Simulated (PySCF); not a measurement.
```xyz
3
charge 0 multiplicity 4, angstrom
Re    0.0870    0.0000   -0.0683
N    -1.2731    0.0000    0.8563
H     1.5557    0.0000    0.8188
```

Level of theory: PySCF, UPBE0, basis Re def2-TZVP with ECP60, N def2-TZVP, H def2-TZVP (scalar-relativistic core potentials, no spin–orbit coupling, density fitting).

This geometry of HReN is a stationary point at this level.

**Question.** What is the point group?

**Answer.** Cs.

**Question.** Is it a minimum?

**Answer.** Yes: all harmonic wavenumbers are real.

**Question.** Which band is strongest in the infrared?

**Answer.** 1914 cm⁻¹ (a'), 162 km/mol.

**Question.** Give the ideal-gas entropy at 298.15 K and 1 bar by parts.

**Answer.** translation 175.1, rotation 82.2, vibration 2.2, spin 11.5; total 270.9 J/(mol K).

**Question.** What is the atomisation energy, with and without zero-point energy?

**Answer.** 739 kJ/mol without, 718 kJ/mol with.

Only a few start shapes were tried, so a lower isomer may exist. Other spin states or occupations of the open shell can lie lower. At this level a doublet minimum of Cs symmetry lies 4 kJ/mol below this structure. No spin–orbit coupling is included, which matters more the heavier the element.
